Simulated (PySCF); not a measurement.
Isomers of C6H10GaNO, from PBE0-D3(BJ)/def2-SVP geometry optimisation, gas phase in PySCF 2.14.0. One conformer each, no zero-point energy, no frequencies.

Question: Which isomer lies lower at this level?
A. `[CH3:1][O:2][c:3]1[cH:4][cH:5][n+:6]([GaH3-:7])[cH:8][cH:9]1` with C1–O2–C3–C4 180°: A = 4670, B = 441.4, C = 406.7 MHz, dipole 8.33 D
B. `[CH3:1][O:2][GaH2-:3][n+:4]1[cH:5][cH:6][cH:7][cH:8][cH:9]1` with C1–O2–Ga3–N4 180°, O2–Ga3–N4–C5 91°: A = 2650, B = 615.3, C = 604.3 MHz, dipole 6.34 D

Answer: B. That is `C[O][GaH2-][N+]1=CC=CC=C1`, 15.9 kcal/mol below the other.

| SMILES | mapped SMILES | E (Eh) | relative (kcal/mol) | relative (kJ/mol) | dipole (D) |
| --- | --- | --- | --- | --- | --- |
| C[O][GaH2-][n+]1ccccc1 | [CH3:1][O:2][GaH2-:3][n+:4]1[cH:5][cH:6][cH:7][cH:8][cH:9]1 | -2288.32549 | 0.0 | 0.0 | 6.34 |
| COc1cc[n+]([GaH3-])cc1 | [CH3:1][O:2][c:3]1[cH:4][cH:5][n+:6]([GaH3-:7])[cH:8][cH:9]1 | -2288.30022 | 15.9 | 66.3 | 8.33 |
